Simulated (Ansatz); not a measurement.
Ansatz (an electronic-structure program) input (B2PLYP/def2-TZVPD):

Ansatz 0.2 input:
```yaml
crystal:
  periodic: [false, false, false]
  atoms:
    - {symbol: Ge, position_ang: [-0.00516926, 0.00502527, 0.57294344]}
    - {symbol: Cl, position_ang: [1.21986904, 1.42802193, -0.54084538]}
    - {symbol: Cl, position_ang: [-1.21013866, -1.43748127, -0.53763638]}
basis:
  gaussian:
    orbitals: def2-TZVPD
hamiltonian:
  xc: {name: B2PLYP}
total_charge: 1
magnetization: {spin_polarized: true, initial_magnetization: 1}
correlation: {electrons: outside_noble_gas}
```

Output:

```
Functional definition: B2PLYP
integrals: 0.19 GiB planned
891 factors; integrals over basis functions are off by at most 1.2e-3 eV
mean field: 1.05 GiB planned
mean field evaluation 1: about -81530.2988 eV, gradient 2.6e1 eV
mean field evaluation 2: about -81530.4285 eV, gradient 2.6e1 eV
mean field evaluation 4: about -81534.3136 eV, gradient 3.2e0 eV
mean field evaluation 8: about -81534.3790 eV, gradient 1.7e-1 eV
mean field evaluation 16: about -81534.3793 eV, gradient 9.6e-4 eV
mean field -81534.37928546 eV, -2996.3331727533 hartree, gradient 8.0e-6 eV, S^2 0.767944; 0 other end points of the search recorded, 0 dependent functions left out
24 core orbitals not correlated
reference -81534.37944029 eV, -2996.3331784432 hartree; 9, 8 occupied and 113, 114 virtual orbitals, 891 factors
second order -14.95215435 eV of doubles, -0.00000000 eV of singles
Total energy: -81538.41652196 eV, -2996.4815384583 hartree
```

This state (charge 1, doublet) is run at the relaxed geometry of the species with charge 0 and multiplicity 3.
